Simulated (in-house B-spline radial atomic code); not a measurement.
A run on Co (an excited or competing configuration) that did not converge. Method: non-relativistic wB97X, spin-polarised, spherical fractional occupations, exact exchange averaged over the configuration, point nucleus; computed with an all-electron radial atomic-structure program (B-spline basis).

Command:
```bash
python run_scf.py task.json out
```
Settings:
```
Z                27
configuration    [Ar] 3d6 4s2 5p1
hamiltonian      nr
method           wb97x
spin_polarised   True
exact_exchange   averaged over the configuration
```

First and last ten iterations of the last attempt (damped for 15 steps, keeping 80 % of the old Fock matrix, then DIIS):
```
 iter        energy (Eh)    residual
    1       -1378.450811    3.62e-01
    2       -1379.562602    3.29e-01
    3       -1381.076044    2.10e-01
    4       -1381.795313    1.33e-01
    5       -1382.116475    8.33e-02
    6       -1382.251545    5.06e-02
    7       -1382.305827    3.00e-02
    8       -1382.327049    1.74e-02
    9       -1382.335308    1.06e-02
   10       -1382.338586    7.42e-03
  111       -1379.884964    1.58e-01
  112       -1381.556388    1.60e-01
  113       -1382.341917    1.01e-03
  114       -1379.833243    1.64e-01
  115       -1379.734589    1.65e-01
  116       -1382.341923    1.28e-04
  117       -1382.341922    6.04e-04
  118       -1382.341923    1.68e-04
  119       -1382.341922    2.68e-04
  120       -1382.341923    2.46e-04
 not converged after 120 iterations
```

The smallest residual met was 8.3e-05; the threshold is about 3e-07. Over the last five steps the energy moves by less than 2e-06 hartree, but the orbitals didn't meet the threshold. Run time, properties included: 20 s on 1 thread of Arm Neoverse N1, with other jobs on the host.
